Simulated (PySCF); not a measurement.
## Xenon: highly charged ions in a basis for the neutral atom

Xe⁹⁺ [Kr] 4d9, Xe¹⁰⁺ [Kr] 4d8. Calculation: PySCF 2.14, in def2-SVP with the def2 core potential (28 electrons) (6s5p3d2f, 50 functions); scalar relativity through the core potential. No spin-orbit coupling, so a gap to NIST mixes the basis error with missing relativistic terms.

Changed run: basis of the neutral atom used for a highly charged ion. This setting is unsound on purpose.

```tsv
species	method	sound run (hartree)	changed run (hartree)	converged
Xe⁹⁺	UHF	not run	-306.42358	yes
Xe⁹⁺	PBE0	not run	-307.10367	yes
Xe⁹⁺	B3LYP	not run	-307.13442	yes
Xe¹⁰⁺	UHF	not run	-298.95645	yes
Xe¹⁰⁺	PBE0	not run	-299.58987	yes
Xe¹⁰⁺	B3LYP	not run	-299.62072	yes
```

Ionisation energy of Xe⁹⁺:

```
method  changed run (eV)  NIST (eV)
   UHF            203.19  202 ± 2.2
  PBE0            204.46  202 ± 2.2
 B3LYP            204.46  202 ± 2.2
```

The contracted functions were made for the neutral atom and can be too rigid for a highly charged ion.
